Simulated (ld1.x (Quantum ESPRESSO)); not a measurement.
# Reading a pseudo-wave (Ga)

Columns: radius, all-electron u(r) and pseudo u(r) of the 4s shell (level -9.02 eV) of gallium in the configuration [Ar] 3d10 4s2 4p1; PW91, scalar-relativistic, TM semilocal scheme, ld1.x (Quantum ESPRESSO) 7.5.

| r (bohr) | all-electron | pseudo |
| --- | --- | --- |
| 0.088 | -0.0960 | -0.0196 |
| 0.175 | -0.1751 | -0.0394 |
| 0.262 | 0.0071 | -0.0599 |
| 0.350 | 0.2008 | -0.0819 |
| 0.438 | 0.3025 | -0.1057 |
| 0.525 | 0.3084 | -0.1314 |
| 0.612 | 0.2466 | -0.1601 |
| 0.700 | 0.1444 | -0.1929 |
| 0.788 | 0.0247 | -0.2304 |
| 0.875 | -0.0963 | -0.2730 |
| 0.962 | -0.2112 | -0.3214 |
| 1.050 | -0.3165 | -0.3762 |
| 1.138 | -0.4086 | -0.4353 |
| 1.225 | -0.4859 | -0.4950 |
| 1.312 | -0.5498 | -0.5518 |
| 1.400 | -0.6019 | -0.6020 |
| 1.487 | -0.6420 | -0.6420 |
| 1.575 | -0.6723 | -0.6723 |
| 1.662 | -0.6932 | -0.6932 |
| 1.750 | -0.7065 | -0.7065 |
| 1.838 | -0.7130 | -0.7130 |
| 1.925 | -0.7137 | -0.7137 |
| 2.012 | -0.7094 | -0.7094 |
| 2.100 | -0.7010 | -0.7010 |
| 2.188 | -0.6890 | -0.6890 |
| 2.275 | -0.6744 | -0.6744 |

Task: How many radial nodes do the two functions have?

Result: The all-electron 4s function has n − l − 1 = 3 (the table is too coarse to show those close to the nucleus); the pseudo-wave has 0, since the states of the same l below it are removed with the core.

Task: At about which radius was the pseudo-wave matched?

Result: 1.50 bohr. The columns agree to 0.0005 from 1.40 bohr on; several derivatives are matched, so the curves merge somewhat inside the radius.

Task: Is the pseudo-wave norm-conserving?

Result: Yes: the TM semilocal scheme keeps the norm inside the radius equal to the all-electron one, which fixes the energy derivative of the logarithmic derivative at the level.
